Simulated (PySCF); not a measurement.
```xyz
3
charge 0 multiplicity 2, angstrom
Zr    0.0343    0.3855   -0.3913
O    -0.0738   -0.8294   -1.6065
Cl   -0.0541   -0.6083    1.7391
```

Computed with UPBE0/[Zr def2-TZVP with ECP28, O def2-TZVP, Cl def2-TZVP], scalar-relativistic core potentials, density fitting, no spin–orbit coupling, PySCF.

This geometry of ZrOCl is a stationary point at this level.

**Question.** What is the point group?

**Answer.** Cs.

**Question.** Is it a minimum?

**Answer.** Yes: all harmonic wavenumbers are real.

**Question.** Which band is strongest in the infrared?

**Answer.** 991 cm⁻¹ (a'), 230 km/mol.

**Question.** Give the atomic charges and bond orders.

**Answer.** 
| atom | Mulliken | Löwdin | polar tensor | spin (Mulliken) | Mayer order to Zr1 |
| --- | --- | --- | --- | --- | --- |
| Zr1 | 0.96 | 0.27 | 1.54 | 1.08 | – |
| O2 | -0.55 | -0.30 | -0.91 | -0.05 | 2.19 |
| Cl3 | -0.41 | 0.03 | -0.63 | -0.03 | 1.03 |

**Question.** What is the atomisation energy, with and without zero-point energy?

**Answer.** 1224 kJ/mol without, 1215 kJ/mol with.

This need not be the most stable arrangement of these atoms. Open d and f shells are described by one determinant, and the ground state may have another occupation or spin.
